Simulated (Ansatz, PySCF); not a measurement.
Dimer: N2 (SMILES N#N) (first 2 atoms) with CH2O (SMILES C=O); geometry from B3LYP-D3(BJ)/def2-TZVP, rigid monomers moved along the line of their centres of mass till N2···C3 is 4.46 Å.
(charge 0, multiplicity 1):
| atom | x (Å) | y (Å) | z (Å) |
|---|---|---|---|
| N | -0.3431 | 0.1055 | -0.8559 |
| N | 0.2646 | -0.0814 | 0.0303 |
| C | 0.5871 | -0.2831 | 4.4728 |
| O | -0.4586 | -0.0144 | 4.9942 |
| H | 0.8559 | -1.3199 | 4.1928 |
| H | 1.3442 | 0.4900 | 4.2394 |

Interaction energies are E(AB) − E(A) − E(B) at the monomers' geometry in the complex; basis-set methods are counterpoise corrected.

Correlated levels freeze the cores. CBS: X⁻³ extrapolation of the correlation energy, Hartree–Fock from the larger set.

Codes used: Ansatz (Gaussian basis) for Hartree–Fock, density functionals and correlated methods; PySCF for the dispersion terms. 

PBE/def2-TZVPPD gives -0.20 kcal/mol for the interaction energy.

Question: Where do these levels fall relative to PBE: PBE-D3(BJ)/def2-TZVPPD, r2SCAN/def2-TZVPPD, PBE0/def2-TZVPPD, wB97M-V/def2-TZVPPD, MP2/CBS(aug-cc-pVDZ, aug-cc-pVTZ), CCSD(T)/CBS(aug-cc-pVDZ, aug-cc-pVTZ).

Answer: PBE-D3(BJ)/def2-TZVPPD -0.12; r2SCAN/def2-TZVPPD 0.03; PBE0/def2-TZVPPD 0.02; wB97M-V/def2-TZVPPD -0.07; MP2/CBS(aug-cc-pVDZ, aug-cc-pVTZ) -0.09; CCSD(T)/CBS(aug-cc-pVDZ, aug-cc-pVTZ) -0.06 kcal/mol. 2 of 6 lie above PBE; the widest gap is to PBE-D3(BJ)/def2-TZVPPD.

Ansatz is a program for electronic structure.
